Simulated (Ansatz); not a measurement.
The cluster Pd4H3. Total charge 0; doublet. Geometry B3LYP-D4/def2-SVP.

```xyz
7

Pd   -0.6685    0.9533   -1.0690
Pd    0.6882    0.2055    0.9772
Pd   -1.0269   -1.5139   -0.1298
Pd    1.2185   -1.2198   -1.4236
H    -1.7943    1.3440   -0.1331
H     1.9542   -0.6737   -0.0894
H    -0.3711    0.9046    1.8678
```

In the def2 sets Pd takes a core potential; there is no spin–orbit coupling. B3LYP takes the VWN-RPA correlation. Another isomer (doublet) lies 0.73 eV lower at PBE0-D4/def2-TZVP; other spin states weren't run for this one.

Q: Estimate the α-spin orbital energies around the gap (eV) in Ansatz with PBE-D4/def2-SVP, B3LYP-D4/def2-TZVP, PBE0-D4/def2-SVP, PBE0-D4/def2-TZVP, BHLYP-D4/def2-TZVP.

A: 
```
orbital  PBE-D4/def2-SVP  B3LYP-D4/def2-TZVP  PBE0-D4/def2-SVP  PBE0-D4/def2-TZVP  BHLYP-D4/def2-TZVP
HOMO−13            -6.58               -7.79             -8.04              -8.01               -9.46
HOMO−12            -6.48               -7.63             -7.88              -7.86               -9.38
HOMO−11            -6.20               -7.13             -7.33              -7.31               -8.78
HOMO−10            -5.88               -7.08             -7.31              -7.29               -8.71
 HOMO−9            -5.79               -6.97             -7.20              -7.17               -8.65
 HOMO−8            -5.73               -6.91             -7.13              -7.11               -8.57
 HOMO−7            -5.70               -6.83             -7.02              -7.00               -8.40
 HOMO−6            -5.46               -6.63             -6.86              -6.85               -8.27
 HOMO−5            -5.32               -6.46             -6.69              -6.67               -8.22
 HOMO−4            -5.29               -6.45             -6.68              -6.66               -8.18
 HOMO−3            -5.28               -6.42             -6.65              -6.63               -8.04
 HOMO−2            -5.24               -6.37             -6.59              -6.57               -7.64
 HOMO−1            -4.87               -5.74             -5.94              -5.91               -7.27
   HOMO            -4.73               -5.66             -5.79              -5.78               -6.57
   LUMO            -3.78               -3.18             -2.88              -2.87               -2.02
 LUMO+1            -3.38               -2.85             -2.54              -2.54               -1.78
 LUMO+2            -2.66               -2.15             -1.83              -1.84               -1.11
 LUMO+3            -1.73               -1.20             -0.89              -0.90               -0.14
 LUMO+4            -0.82               -0.37             -0.12              -0.12                0.42
 LUMO+5            -0.45                0.01              0.27               0.26                0.86
 β HOMO            -4.62               -5.59             -5.78              -5.75               -6.75
 β LUMO            -4.31               -3.50             -3.18              -3.15               -1.95
```
